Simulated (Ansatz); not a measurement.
Consider the ligand exchange at a Ga–C bond: `N[SiH2][CH2][GaH2]` + `[OH][AlH2]` → `[AlH2][O][GaH2]` + `C[SiH2]N`.

Program: Ansatz. Geometries: PBE0-D4/def2-TZVP. ΔE: electronic, gas phase. CCSD(T)/CBS is the MP2 limit (def2-TZVPP, def2-QZVPP) plus CCSD(T) − MP2 in def2-TZVPP, frozen cores. This one scheme is used for every species. DFT in def2-TZVPP. B3LYP here is the variant with VWN-RPA as its local correlation; programs differ in this. For Ga outer-core shells are correlated without core-valence functions, which leaves a few kJ/mol of doubt a bond. Scalar relativity is left out up to krypton. One conformer a species, not always the lowest.

`N[SiH2][CH2][GaH2]`:

```xyz
12

N     1.773   -1.199    0.926
Si    0.153   -0.793    0.506
C     0.092    0.839   -0.384
Ga   -1.665    1.237   -1.173
H     2.321   -0.561    1.481
H     1.993   -2.153    1.164
H    -0.333   -1.908   -0.355
H    -0.792   -0.704    1.664
H     0.846    0.824   -1.177
H     0.340    1.630    0.331
H    -1.966    0.805   -2.653
H    -2.761    1.984   -0.331
```

`[OH][AlH2]`:

Z-matrix (Å, degrees):
```
Al
O 1 1.696
H 1 1.585 2 119.7
H 1 1.577 2 116.0 3 -180.0
H 2 0.956 1 123.4 3 -0.0
```

`[AlH2][O][GaH2]`:

```xyz
7

Al   -0.064   -0.385    1.646
O    -0.002   -0.006    0.016
Ga    0.066    0.398   -1.704
H     1.296   -0.546    2.443
H    -1.481   -0.568    2.331
H     0.056    1.921   -2.046
H     0.128   -0.814   -2.686
```

`C[SiH2]N`:

Cartesian coordinates in Å:
```
C 0.774 1.137 -0.253
Si -0.258 -0.154 0.623
N -0.824 -1.463 -0.340
H 1.081 1.922 0.446
H 0.212 1.610 -1.063
H 1.678 0.696 -0.682
H -1.460 0.514 1.195
H 0.559 -0.745 1.719
H -1.569 -1.329 -1.003
H -0.194 -2.188 -0.643
```

**Question.** Is it downhill or uphill in electronic energy at CCSD(T)/CBS, and by how much? (Best estimate.)

**Answer.** Ansatz gave: Downhill: ΔE = -18.2 kcal/mol.

**Question.** What do these levels give: PBE-QIDH, r2SCAN, B3LYP, HF/def2-SVP, CCSD(T)/def2-SVP, CCSD/CBS(def2)? (An estimate is asked.)

**Answer.** Ansatz gave: PBE-QIDH -19.1, r2SCAN -20.1, B3LYP -21.4, HF/def2-SVP -26.4, CCSD(T)/def2-SVP -23.7, CCSD/CBS(def2) -18.7 kcal/mol.

Largest T1 diagnostic among the species: 0.015.

In def2-TZVPP, CCSD(T) changes the Hartree–Fock value by +4.5 kcal/mol (the triples alone add +0.4 kcal/mol) and MP2 by +4.7 kcal/mol. The D4 term adds +1.1 kcal/mol with B3LYP and +0.6 kcal/mol with PBE0; it sums over pairs of atoms, weighted by their polarisabilities, and B3LYP, whose exchange is more repulsive, gets the larger term.
